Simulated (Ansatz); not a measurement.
```xyz
5

Ge   -0.0356    0.0261    0.0235
H     0.8951    0.9195    0.9251
H     0.9254   -0.8554   -0.8820
H    -0.8425    0.9050   -0.8745
H    -0.9051   -0.8424    0.8751
```

Basis set: aug-cc-pVDZ (spherical functions). Left uncorrelated: 9 orbitals. Charge 0, multiplicity 1.

Computed with Ansatz (development build ahead of 0.2.0); each method stands on the lowest determinant of its kind that the runs found. Restricted open shells among the atoms or ions are ROHF, correlated in semicanonical orbitals with singles.

**Question.** Give the atomization energy at this shape (free ground-state atoms in the same class of orbitals less the molecule, no zero-point energy) of singlet GeH4 by RHF-MP2, RHF.

**Answer.**

```
 method  atomization energy
RHF-MP2       1141.9 kJ/mol
    RHF        931.4 kJ/mol
```
